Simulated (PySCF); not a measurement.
**BeBr: a composite coupled-cluster calculation**

State: ²Σ⁺, doublet, unpaired electrons σ ↑. De refers to Be + Br. ROHF-based CCSD(T) in PySCF 2.14 with Be cc-pVTZ, Br cc-pVTZ-PP with ECP10 and Be cc-pVQZ, Br cc-pVQZ-PP with ECP10 (frozen core orbitals: 10; scalar-relativistic core potentials). Correlation energies are extrapolated as n⁻³ (n = 3, 4), Hartree–Fock as (n+1)·exp(−9√n). CV is the change on freezing 4 orbitals instead, in Be cc-pCVTZ, Br cc-pwCVTZ-PP with ECP10.

```tsv
Level	Re (Å)	ωe (cm⁻¹)	ωexe (cm⁻¹)	αe (cm⁻¹)	De (eV)
CCSD(T)/TZ	1.9668	713.6	3.72	0.00435	3.142
CCSD(T)/QZ	1.9619	713.8	3.78	0.00442	3.247
HF/CBS	1.9672	715.8	3.55	0.00424	3.179
MP2/CBS	1.9583	719.0	3.70	0.00437	3.690
CCSD/CBS	1.9581	717.7	3.76	0.00441	3.201
CCSD(T)/CBS	1.9603	713.6	3.80	0.00445	3.315
CCSD(T)/CBS+CV	1.9501	719.6	3.84	0.00451	3.361
```

**Question.** How much is left between CCSD(T)/QZ and the basis-set limit, and how much do the triples give at the limit?

**Answer.** CCSD(T)/CBS less CCSD(T)/QZ: -1.6 mÅ in Re, -0.2 cm⁻¹ in ωe and +0.068 eV in De. CCSD(T)/CBS less CCSD/CBS: +2.2 mÅ in Re, -4.1 cm⁻¹ in ωe and +0.114 eV in De.

**Question.** What do the later terms add?

**Answer.** CV: -10.2 mÅ in Re, +6.0 cm⁻¹ in ωe and +0.046 eV in De, each against the row above.

The T1 diagnostic is 0.016. The state was picked by a PBE0 search and need not be the measured ground state. Spin–orbit coupling, excitations beyond (T) and corrections to the Born–Oppenheimer picture are left out.

The whole job (state search and all basis sets along the bond) took about 32 min on 4 threads of Arm Neoverse V1 (shared host), peak memory 12 GiB.
